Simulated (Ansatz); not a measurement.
Geometry optimisation, UKS PBE/def2-SVP (Ansatz 0.2.0).

The input (input.yaml):

```yaml
crystal:
  periodic: [false, false, false]
  atoms:
    - { symbol: Zr, position_ang: [0.001974, 0.0, -0.121161] }
    - { symbol: F, position_ang: [0.005072, 0.0, 1.819846] }
    - { symbol: Cl, position_ang: [2.231962, 0.0, -0.832161] }
    - { symbol: Cl, position_ang: [-1.115206, 1.931902, -0.826713] }
    - { symbol: Cl, position_ang: [-1.115206, -1.931902, -0.826713] }
    - { symbol: H, position_ang: [-0.005996, 0.0, 3.949301] }
magnetization:
  spin_polarized: true
  initial_magnetization: 1
basis:
  gaussian: { orbitals: def2-SVP }
hamiltonian:
  xc: pbe
relax:
  f_tol: 0.03
  max_steps: 50
```

Command:

```bash
$ ansatz run input.yaml --threads 4 --pin off --max-ram 5120MiB --backend cpu --events-out ev --progress --plain --runs-dir out
```

Q: Where does it end, and by what steps?

A: It converged. The force dipped under the threshold on the way, but the program's further checks kept it going. After 8 steps the energy has fallen by 0.110 eV; H6 moved furthest, 0.94 Å.

| step | energy less start (eV) | largest force component (eV/Å) | accepted |
| --- | --- | --- | --- |
| 0 | 0.0000 | 1.320 | yes |
| 1 | -0.0535 | 0.271 | yes |
| 2 | -0.0868 | 0.091 | yes |
| 3 | -0.0996 | 0.048 | yes |
| 4 | -0.1066 | 0.060 | yes |
| 5 | -0.1093 | 0.026 | yes |
| 6 | -0.1096 | 0.005 | yes |
| 7 | -0.1097 | 0.011 | yes |
| 8 | -0.1097 | 0.014 | yes |

```xyz
6
Properties=species:S:1:pos:R:3
Zr 0.002 0.000 -0.268
F 0.007 0.000 1.627
Cl 2.215 0.000 -1.035
Cl -1.106 1.918 -1.027
Cl -1.106 -1.918 -1.027
H -0.009 0.000 4.892
```

Whether the end is a true minimum wasn't checked by a vibrational analysis.

The run took 25 s on 4 threads of Intel(R) Xeon(R) Platinum 8259CL CPU @ 2.50GHz (Skylake/Cascade Lake) (shared host), peak memory 0.23 GiB.
